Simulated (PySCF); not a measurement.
## Correlation energy of B (boron, neutral)

[He] 2s2 2p1, 2P determinant. All numbers are calculated (PySCF 2.14, the spin-free X2C one-electron Hamiltonian (Gaussian nucleus), in aug-cc-pVDZ-DK (4s3p2d, 23 functions)). Frozen: 1s2; 3 electrons correlated.

```tsv
level	correlation energy (mhartree)
CCSD	-59.62
(T)	-0.91
CCSD(T)	-60.53
CCSDT	-60.93
FCI	-60.93
```

Diagnostics: T1 = 0.014, D1 = 0.0268, largest double amplitude 0.076, weight of the Hartree-Fock determinant in FCI 0.9269 (5082 determinants).

Cost of the coupled-cluster step: about 0.4 core-seconds, for 3 correlated electrons.
